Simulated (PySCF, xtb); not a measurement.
Os(CO)2 (C2O2Os), SMILES [O+]#[C-]->[Os]<-[C-]#[O+] (connectivity only; charge and spin as stated), neutral, multiplicity 3.

Harmonic wavenumbers (cm⁻¹) from GFN2-xTB (xtb) at its own minimum, in rising order: 62, 217, 266, 302, 397, 518, 555, 1981, 2050.

Task: What does PBE-D3(BJ)/def2-SVP (PySCF) give at its own minimum? (Estimate from the structure and the level; the computed values follow.)

Result: 94, 331, 367, 404, 500, 539, 587, 1942, 1998. Paired by order, the mean absolute difference is 66 cm⁻¹ and the zero-point energies are 9.1 and 9.7 kcal/mol.
